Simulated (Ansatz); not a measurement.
Correlation energies of C2H9AlBN by basis set

Z-matrix (Å, degrees):
```
C
B 1 1.553
H 1 1.103 2 104.3
H 1 1.091 2 114.7 3 114.8
H 1 1.096 2 115.6 3 -116.2
Al 2 2.147 1 149.8 3 -85.1
C 2 1.590 1 121.9 3 93.4
N 6 2.101 2 70.9 1 168.8
H 6 1.606 2 118.0 1 -93.9
H 6 1.606 2 123.6 1 73.4
H 7 1.100 2 103.7 1 81.3
H 7 1.097 2 120.2 1 -37.1
H 8 1.014 6 123.7 2 131.6
H 8 1.014 6 108.6 2 -102.0
```

Charge 0, multiplicity 1. The bonds changed during the relaxation, so this is another structure than the one it started from. The geometry is a stationary point of PBE0-D4/def2-TZVP. It is one conformer, not always the lowest. Frozen core, restricted reference, Ansatz. CBS rows extrapolate triple and quadruple zeta; past MP2 they add the triple-zeta difference.

```json
{"basis": "def2-TZVPP", "HF (Eh)": "-402.07455", "MP2 corr.": "-0.74948"}
{"basis": "def2-QZVPP", "HF (Eh)": "-402.08908", "MP2 corr.": "-0.79888"}
```

Question: Estimate the CCSD correlation energy and the (T) correction in each basis where they were run (hartree).

Answer: 
```tsv
basis	CCSD corr.	(T)
def2-TZVPP	-0.80820	-0.03089
CBS(def2)	-0.89419	as TZ
```
